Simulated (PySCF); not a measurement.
Delta-SCF ions had no search for a lower state. Excitations are Tamm–Dancoff values on a coarser integration grid. The basis has no diffuse functions, so Rydberg states are missing or too high.

Cartesian coordinates (Å):
SMILES: [Cl][In]([Cl])[Cl]
```xyz
4

Cl    -1.9849    -1.1904     0.0085
In     0.0000     0.0000     0.0001
Cl     2.0232    -1.1233     0.0417
Cl    -0.0383     2.3136    -0.0503
```
Charge 0, spin multiplicity 1.

Q: Predict the dipole moment, total energy, HOMO, vertical ionisation energy (Delta-SCF) and S1–T1 gap (TDA) from TPSSh-D3(BJ)/def2-TZVP // B3LYP-D3(BJ)/def2-TZVP run with PySCF 2.14.0.

A: 
| Property | Value |
|---|---|
| dipole moment | 0.00 D |
| total energy | -1570.9129 Ha |
| HOMO | -8.69 eV |
| vertical ionisation energy (Delta-SCF) | 11.08 eV |
| S1–T1 gap (TDA) | 0.32 eV |
